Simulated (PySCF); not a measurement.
**NMR data sheet: CH11O2PSi3**

```yaml
Formula: CH11O2PSi3
SMILES: C[Si@@]([SiH3])(P)O[SiH2]O
Point_group_of_the_computed_structure: C1
Carbon_signals: 1
Proton_signals: 6
```

Numbering as in the mapped SMILES `[CH3:1][Si@@:2]([SiH3:3])([PH2:4])[O:5][SiH2:6][OH:7]`. Each H is labelled by its parent atom. Ha(Si6) is pro-R; Hb(Si6) is pro-S.

Level of theory: geometry: GFN2-xTB, GIAO PBE0/pcSseg-1 shieldings, in PySCF 2.14.0 with density-fitted response routines (gas phase, equivalent nuclei averaged, one computed conformer, relativity neglected).

Scale: ¹H (σref 31.72), ¹³C (σref 186.93), ²⁹Si (σref 349.16) vs TMS; ³¹P (σref 318.38) against H3PO4; ¹⁷O (σref 336.08) vs H2O (reference shieldings calculated alike).

| carbon | δC, type | δH (multiplicity) | HMBC from (2–3 bonds) | span of the C tensor (ppm) |
| --- | --- | --- | --- | --- |
| C1 | 8.1, CH3 | 0.55 (m) | H(Si3), H(P4) | 27 |

Other nuclei:
```
  atoms  nucleus                            environment  δ (ppm)  σ (ppm)
Ha(Si6)       ¹H    hydrogen on a silicon bonded to 2 O     5.04    26.68
Hb(Si6)       ¹H    hydrogen on a silicon bonded to 2 O     4.70    27.02
 H(Si3)       ¹H     hydrogen on a silicon bonded to Si     3.54    28.18
  H(O7)       ¹H     hydrogen on an oxygen bonded to Si     2.10    29.62
  H(P4)       ¹H  hydrogen on a phosphorus bonded to Si     1.32    30.40
     P4      ³¹P           phosphorus bonded to Si, 2 H   -264.5    582.8
    Si2     ²⁹Si          silicon bonded to C, O, P, Si     14.5    334.7
    Si6     ²⁹Si             silicon bonded to 2 O, 2 H    -36.3    385.4
    Si3     ²⁹Si              silicon bonded to Si, 3 H   -113.3    462.5
     O5      ¹⁷O                  oxygen bonded to 2 Si     85.2    250.9
     O7      ¹⁷O                 oxygen bonded to Si, H     60.6    275.4
```

- δH 5.04, 4.70: hydrogen on a silicon bonded to 2 O.
- δH 3.54: hydrogen on a silicon bonded to Si.
- δH 2.10: hydrogen on an oxygen bonded to Si; exchangeable, gas-phase position.
- δH 0.55: hydrogen on a methyl carbon bonded to Si; an electropositive neighbour shields it, as in TMS itself.

OH/NH shifts are gas-phase values; hydrogen bonding in solution moves them, usually downfield. Splittings by ³¹P in the carbon and heteronuclear signals aren't shown, as no couplings were computed. Shifts are as computed. Against solution values, carbons near 30 ppm lie about +3 ppm off and those near 130 ppm about +5 ppm. Of 1211 compounds with measured shifts, 218 miss one by over three times the rms of a fit or turn the order of signals round; such compounds aren't used in these exercises. Experimental scales use liquid or dissolved standards, which lie at an offset from isolated H2O (liquid H2O: subtract about 36 ppm) and H3PO4. Multiplicities follow the n + 1 count of equivalent neighbours, as no J values were calculated; m marks all less simple cases, F and P coupling included.
